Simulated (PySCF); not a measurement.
Work out the structure from these simulated measurements.

Formula: C8H10O2.

* Dipole: 2.19 D [PBE0/pcSseg-1]
* 1H NMR: chemical shifts (computed TMS as zero) by class: 6.01 (1 H), 5.98 (1 H), 5.42 (1 H), 4.84 (1 H), 2.18 (3 H), 1.78 (1 H), 1.70 (1 H), 1.02 (1 H) ppm [GIAO PBE0/pcSseg-1]
* NMR, other nuclei: isotropic shieldings of nuclei other than C and H, by class: -110 (1 O), 67 (1 O) ppm [GIAO PBE0/pcSseg-1]
* Rotational structure: rotational constants A, B, C: 3.180, 0.683, 0.642 GHz [GFN2-xTB]
* 13C NMR: chemical shifts (computed TMS as zero) by class: 173.0 (1 C), 165.7 (1 C), 143.2 (1 C), 112.2 (1 C), 102.8 (1 C), 24.2 (1 C), 21.8 (1 C), 19.8 (1 C) ppm [GIAO PBE0/pcSseg-1]

The electronic properties come from PySCF, for the isolated species, density fitting. Levels stand in brackets. The structure is a single GFN2-xTB conformer in the gas phase; no vibrational or solvent corrections. GFN2-xTB frequencies show an imaginary mode (36i cm⁻¹), so this geometry is no minimum at that level. NMR values are class means; diastereotopic atoms form classes of their own.

Problem. What is the compound? Reason from the data.

Solution. Numbering: `[CH2:1]=[C:2]1[CH2:3][C@@H:4]1[C:5](=[CH2:6])[O:7][C:8]([CH3:9])=[O:10]`. Its formula, C8H10O2, gives 4 degrees of unsaturation: 1 ring and 3 π bonds in the structure found. 8 carbons fall into 8 classes; from least to most shielded: ester carbonyl carbon [C8] (173.0 ppm), vinylic carbon bearing oxygen [C5] (165.7 ppm), fully substituted alkene carbon [C2] (143.2 ppm), terminal =CH2 carbon [C1] (112.2 ppm), terminal =CH2 carbon [C6] (102.8 ppm), methyl carbon next to a carbonyl [C9] (24.2 ppm), allylic carbon [C4] (21.8 ppm), allylic carbon [C3] (19.8 ppm). Hydrogen classes from least to most shielded: 1 H on a terminal =CH2 carbon, C1 (6.01 ppm), 1 H on a terminal =CH2 carbon, C1 (5.98 ppm), 1 H on a terminal =CH2 carbon, C6 (5.42 ppm), 1 H on a terminal =CH2 carbon, C6 (4.84 ppm), 3 H on a methyl carbon next to a carbonyl, C9 (2.18 ppm), 1 H on an allylic carbon, C4 (1.78 ppm), 1 H on an allylic carbon, C3 (1.70 ppm), 1 H on an allylic carbon, C3 (1.02 ppm). The other shieldings belong to: -110 ppm, ester carbonyl oxygen [O10]; 67 ppm, ester single-bonded oxygen [O7]. The optimised geometry has point group C1 and is an asymmetric top. Structure: `C=C1C[C@@H]1C(=C)OC(C)=O`. Computed isomers that give other values at the same levels: `COc1ccccc1OC` (13C chemical shifts (computed TMS as zero) by class: 156.9 (2 C), 124.9 (2 C), 112.9 (2 C), 55.5 (2 C) ppm); `COc1ccc(OC)cc1` (13C chemical shifts (computed TMS as zero) by class: 160.2 (2 C), 118.4 (4 C), 55.8 (2 C) ppm); `COCc1ccc(O)cc1` (13C chemical shifts (computed TMS as zero) by class: 163.4 (1 C), 136.2 (1 C), 135.6 (2 C), 118.7 (2 C), 78.2 (1 C), 57.7 (1 C) ppm). The assignments are read from this structure; whether some other isomer fits the data as well wasn't checked. The mirror image fits equally.

Shape of the structure used: `[CH2:1]=[C:2]1[CH2:3][C@@H:4]1[C:5](=[CH2:6])[O:7][C:8]([CH3:9])=[O:10]`: C3–C4–C5–C6 -46°, C4–C5–O7–C8 146°, C5–O7–C8–C9 178°.
